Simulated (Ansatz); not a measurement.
The cluster Hf4, relaxed as a quintet with UKS PBE-D4/def2-SVP in Ansatz, starting from the PBE-D4/def2-SVP geometry of the neutral singlet. Force threshold 0.02 eV/Å.

In the def2 sets Hf takes a core potential; there is no spin–orbit coupling. The relaxation made no stability test and no search for a lower SCF solution. The structure comes from a short search, and lower isomers may exist.

Start:

```xyz
4

Hf   -0.464    1.623   -0.254
Hf   -0.056   -0.353    1.669
Hf    1.589   -0.234   -0.578
Hf   -1.069   -1.035   -0.837
```

```tsv
step	energy (eV)	largest force component (eV/Å)	SCF passes
1	-5221.5852	0.674	35
2 (rejected)	-5221.4904	0.930	36
3	-5221.6432	0.058	36
4 (rejected)	-5221.6421	0.105	31
5	-5221.6437	0.004	28
```

Force components are those of the run's own axes.

End:

Cartesian coordinates in Å:
```
Hf -0.5021 1.6329 -0.2811
Hf -0.0166 -0.3670 1.6919
Hf 1.6232 -0.2486 -0.5489
Hf -1.1044 -1.0174 -0.8619
```

By distances, no bond broke or formed. The bond that changes most is Hf1–Hf2, from 2.79 to 2.85 Å (atoms count from 1).

No frequencies were taken in this run, so the end may be a saddle point.

Hardware: 4 threads of Arm Neoverse V1 on a shared host. Wall time 19 s.
